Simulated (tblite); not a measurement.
Compound: C₃H₁₆Si₄.
Numbering: `[CH3:1][Si@@H:2]([CH2:3][SiH3:4])[CH:5]([SiH3:6])[SiH3:7]` (hydrogens: H8, H9, H10 on C1; H11 on Si2; H12, H13 on C3; H14, H15, H16 on Si4; H17 on C5; H18, H19, H20 on Si6; H21, H22, H23 on Si7)

Computed with GFN2-xTB (tblite), gas phase: L-BFGS steps from a force-field or distance-geometry start until the largest atomic force falls under 0.01 eV/Å.

Step 79: E = -584.2293 eV
```
atom  x, y, z in Å  |  force x, y, z in eV/Å
C1      0.7071   -2.0450    1.0662    0.022   0.048  -0.025
Si2     0.3842   -0.1872    0.7912   -0.033  -0.028   0.002
C3      1.1935    0.3887   -0.8287    0.014  -0.022   0.045
Si4     3.0842    0.4114   -0.8684    0.062  -0.031  -0.029
C5     -1.4803    0.2204    0.6503    0.018   0.003  -0.012
Si6    -2.3795   -0.8513   -0.6418    0.053   0.057   0.024
Si7    -1.7843    2.0862    0.4120   -0.013  -0.017   0.035
H8      1.7201   -2.2254    1.4117    0.015   0.062   0.019
H9      0.5878   -2.5962    0.1391   -0.049  -0.034  -0.004
H10     0.0327   -2.4764    1.8003   -0.007   0.045  -0.034
H11     0.9453    0.5556    1.9378    0.009   0.007   0.021
H12     0.8302    1.3936   -1.0386    0.038   0.021  -0.031
H13     0.8321   -0.2372   -1.6436   -0.015  -0.033  -0.019
H14     3.5238    0.7314   -2.2316    0.034   0.004  -0.002
H15     3.6435   -0.8913   -0.4912   -0.036   0.016  -0.015
H16     3.5966    1.4300    0.0481    0.004   0.018   0.026
H17    -1.9362   -0.0366    1.6109    0.043  -0.002   0.034
H18    -1.9638   -2.2496   -0.5064   -0.019  -0.053  -0.020
H19    -3.8243   -0.7946   -0.4143   -0.063   0.032  -0.028
H20    -2.0782   -0.3990   -2.0033   -0.009  -0.004   0.010
H21    -3.1990    2.3777    0.6432   -0.085   0.010  -0.006
H22    -1.0016    2.8691    1.3754    0.019  -0.038  -0.002
H23    -1.4387    2.5527   -0.9352   -0.001  -0.061   0.012
```

Step 80: E = -584.2310 eV
```
atom  x, y, z in Å  |  force x, y, z in eV/Å
C1      0.7065   -2.0428    1.0623   -0.004   0.048  -0.009
Si2     0.3865   -0.1846    0.7892   -0.046  -0.022   0.001
C3      1.1933    0.3878   -0.8331    0.008  -0.032   0.037
Si4     3.0836    0.4087   -0.8663    0.054  -0.026  -0.034
C5     -1.4778    0.2241    0.6550    0.000  -0.024  -0.021
Si6    -2.3755   -0.8498   -0.6368    0.052   0.056   0.015
Si7    -1.7875    2.0881    0.4146   -0.021  -0.049   0.040
H8      1.7192   -2.2253    1.4073    0.014   0.051   0.000
H9      0.5791   -2.5913    0.1350   -0.020  -0.043  -0.009
H10     0.0318   -2.4737    1.7967   -0.003   0.052  -0.027
H11     0.9502    0.5550    1.9352    0.018   0.020   0.033
H12     0.8295    1.3912   -1.0492    0.038   0.018  -0.024
H13     0.8336   -0.2431   -1.6451   -0.015  -0.029  -0.018
H14     3.5323    0.7356   -2.2242    0.034  -0.001  -0.016
H15     3.6376   -0.8962   -0.4899   -0.030   0.018  -0.015
H16     3.5878    1.4275    0.0529    0.017   0.024   0.045
H17    -1.9319   -0.0354    1.6159    0.048   0.003   0.031
H18    -1.9604   -2.2487   -0.5078   -0.017  -0.056  -0.006
H19    -3.8207   -0.7952   -0.4138   -0.066   0.035  -0.022
H20    -2.0716   -0.4008   -1.9984   -0.009   0.008   0.002
H21    -3.2030    2.3759    0.6443   -0.086   0.013  -0.001
H22    -1.0035    2.8730    1.3729    0.028  -0.020   0.019
H23    -1.4439    2.5470   -0.9336    0.006  -0.043  -0.021
```

**Question.** Estimate the geometry and energy of step 81. (The exact step hangs on the optimiser's Hessian estimate; all steps are aligned on step 80, rigid shifts and turns removed.)

**Answer.** E = -584.2333 eV, largest force 0.080 eV/Å
```
atom  x, y, z in Å  |  force x, y, z in eV/Å
C1      0.7080   -2.0369    1.0605   -0.014   0.017  -0.017
Si2     0.3877   -0.1801    0.7884   -0.044   0.002   0.006
C3      1.1933    0.3874   -0.8353    0.016  -0.024  -0.025
Si4     3.0857    0.4018   -0.8673    0.022   0.046  -0.053
C5     -1.4763    0.2276    0.6592   -0.023  -0.064  -0.002
Si6    -2.3692   -0.8464   -0.6347    0.011  -0.024   0.039
Si7    -1.7936    2.0895    0.4211   -0.026  -0.062   0.038
H8      1.7209   -2.2183    1.4102   -0.037   0.031  -0.051
H9      0.5723   -2.5842    0.1320    0.040  -0.030   0.031
H10     0.0307   -2.4668    1.7926   -0.001   0.049  -0.003
H11     0.9536    0.5561    1.9344    0.023   0.032   0.040
H12     0.8299    1.3906   -1.0604    0.058  -0.024  -0.003
H13     0.8332   -0.2492   -1.6447    0.000  -0.004   0.011
H14     3.5391    0.7357   -2.2246    0.019  -0.020   0.020
H15     3.6322   -0.9062   -0.4939   -0.020   0.015  -0.009
H16     3.5854    1.4246    0.0535    0.014  -0.015   0.026
H17    -1.9304   -0.0380    1.6194    0.062   0.016   0.016
H18    -1.9632   -2.2514   -0.5064   -0.032   0.000   0.005
H19    -3.8180   -0.7848   -0.4262   -0.033   0.033  -0.018
H20    -2.0545   -0.4078   -1.9939    0.004   0.034  -0.049
H21    -3.2116    2.3683    0.6479   -0.077   0.021   0.004
H22    -1.0087    2.8718    1.3792    0.025  -0.004   0.026
H23    -1.4510    2.5436   -0.9279    0.011  -0.026  -0.034
```

The energy changes by -0.0023 eV. The first-order estimate −F·Δx gives -0.0038 eV and the mean of the old and new forces, exact on a quadratic surface, -0.0023 eV. The step makes an angle of 71° with the force vector and moves no atom by more than 0.019 Å.

What follows is the cost of the whole relaxation. Time: 3.2 s. Hardware: one thread of an Arm Neoverse N1, shared host with 64 logical CPUs at a one-minute load of 46.
